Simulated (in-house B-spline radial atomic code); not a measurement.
## Ionising Cs IX (Cs8+) with different functionals

Computed with an all-electron radial atomic-structure program (B-spline basis): scalar-relativistic (spin-free X2C) Hamiltonian, Fermi nucleus of rms radius 4.8041 fm, spin-polarised at highest spin, spherical fractional occupations for the functionals, the average over the highest-spin determinants for Hartree-Fock. The ionisation energy is the difference of two self-consistent energies, [Kr] 4d10 5s1 → [Kr] 4d10, without Breit or QED terms; ε is the level of the shell that loses the electron (its least bound occupied spin orbital). There is no spin-orbit coupling in this Hamiltonian.

```
           method                    rung  ΔSCF (eV)  -ε(5s) (eV)
     Hartree-Fock            Hartree-Fock     123.85       124.02
    HF fractional            Hartree-Fock     123.85       124.02
         LDA VWN5                     LDA     127.22       120.35
         LDA PW92                     LDA     127.21       120.34
LDA exchange-only                     LDA     125.84       119.04
              PBE                     GGA     126.74       119.74
           PBEsol                     GGA          ?            ?
             BLYP                     GGA     127.10       119.97
             RPBE                     GGA     126.48       119.46
             PW91                     GGA     126.89       119.92
             BP86                     GGA     126.55       119.86
             AM05                     GGA     126.55       119.82
             OLYP                     GGA     126.52       119.45
             TPSS                meta-GGA     126.03       119.29
             SCAN                meta-GGA     125.89       119.98
           r2SCAN                meta-GGA     125.68       119.63
          revTPSS                meta-GGA     125.80       119.18
             PBE0           global hybrid     126.18       121.01
            B3LYP           global hybrid     126.81       121.15
            TPSSh           global hybrid     125.87       119.84
        BHandHLYP           global hybrid     126.07       122.48
          r2SCAN0           global hybrid     125.51       121.03
            B97-1           global hybrid          ?            ?
            HSE06  range-separated hybrid     126.23       120.69
            wB97X  range-separated hybrid     125.08       123.31
        CAM-B3LYP  range-separated hybrid     126.78       122.98
          LC-wPBE  range-separated hybrid     126.37       124.29
```

**Question.** What does PBEsol give?

**Answer.** ΔSCF 126.62 eV, and -ε(5s) = 119.80 eV.

**Question.** What does B97-1 give?

**Answer.** ΔSCF 125.91 eV, and -ε(5s) = 120.43 eV.

**Question.** Among the functionals, which spreads more, the ΔSCF values or the orbital energies?

**Answer.** The orbital energies: ΔSCF values span about 2.14 eV and the orbital energies 5.25 eV.

**Question.** How do they compare with the NIST value?

**Answer.** NIST lists 125.61 eV ± 0.09 (semi-empirical, ground level to ground level). Errors run from -1.76 to +1.61 eV; r2SCAN is closest (+0.07 eV), though others lie within the uncertainty of it, and part of that can be cancellation, since the calculations leave out Breit-QED terms. Hartree-Fock also lacks correlation.
